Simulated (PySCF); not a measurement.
## Computed properties of C3H9Ge, SMILES C[C](C)[GeH3]

C₃H₉Ge, SMILES [C](C)([GeH3])C (connectivity only; charge and spin as stated), charge +1, multiplicity 1. Coordinates come from a PBE0-D3(BJ)/def2-SVP optimisation. The multiplicity is an assumed one; no other spin state was optimised. The isomer is the one that the SMILES or the coordinates give; other isomers of the formula were not compared. The values are those of a single conformer. All values are computed for the isolated molecule unless a solvent is named; none is compared with measurement here.

**Structure.** All 33 harmonic modes at PBE0-D3(BJ)/def2-SVP (PySCF) are real, so it is a minimum. With heavy atoms numbered as in [CH3:1][C:2]([CH3:3])[GeH3:4], the shortest bond between them is C1–C2 at 1.446 Å and the longest C2–Ge4 at 2.010 Å.

**Vibrations.** The strongest infrared lines (harmonic, unscaled, degenerate partners summed) lie at 2929 cm⁻¹ (174 km/mol, H 95 %), 797 cm⁻¹ (86 km/mol, H 96 %), 1318 cm⁻¹ (83 km/mol, H 82 %, C 18 %). The softest mode is at 45 cm⁻¹ and the zero-point energy is 64.0 kcal/mol.

**Electronic structure.** CAM-B3LYP/def2-TZVP (PySCF) places the frontier levels at -15.73 and -7.35 eV, a gap of 8.38 eV and a mean polarisability of 62.6 bohr³. PBE/def2-TZVP (PySCF) at the same geometry gives -12.97 and -9.57 eV, so its gap is 4.98 eV narrower. An orbital gap is neither the optical nor the fundamental gap.

**Excitations.** TDA-M06-2X/def2-SVPD (PySCF) has S1 at 3.75 eV (331 nm, f = 0.003, weak); the most intense of the 10 singlets computed lies at 7.47 eV (f = 0.28). T1 (TDA) is at 3.07 eV, 0.68 eV under S1. TDA-PBE/def2-SVPD (PySCF) puts S1 at 3.71 eV. No vertical singlet excitation falls in the visible range (under 3.1 eV).

**NMR.** GIAO shifts at B3LYP/pcSseg-1 (PySCF) (non-relativistic, atoms alike by connectivity averaged): ¹³C from 68.4 to 427.0 ppm against TMS; ¹H from 5.0 to 5.5 ppm against TMS.
